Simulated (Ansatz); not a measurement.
ClFHSn (`[F][SnH][Cl]`) radical. Total charge 0; spin multiplicity 2. Sn: def2 effective core potential. The geometry is a stationary point of PBE0-D4/def2-TZVP.

```xyz
4

F     0.384   -1.735   -0.056
Sn    0.456    0.139    0.367
Cl   -1.764    0.690    0.813
H     0.924    0.906   -1.124
```

(1) What is the dipole moment at PBE/def2-TZVPP? (Estimate.)

(2) And with r2SCAN, B3LYP, ωB97M-V? (Estimate.)

(3) Give the Mulliken charges with PBE, B3LYP, ωB97M-V in def2-TZVPP. (Best estimate.)

## Answers

(1) The calculation gave: 2.76 D, with components (2.02, 1.87, 0.23) D in this frame, pointing from negative to positive charge.

(2) Ansatz gave: r2SCAN 2.93 D, B3LYP 3.00 D, ωB97M-V 3.07 D.

(3) Computed: 
```tsv
atom	PBE	B3LYP	ωB97M-V
F1	-0.42	-0.47	-0.47
Sn2	0.83	0.91	0.86
Cl3	-0.33	-0.35	-0.33
H4	-0.09	-0.09	-0.06
```

B3LYP here is the variant with VWN-RPA as its local correlation; programs differ in this.
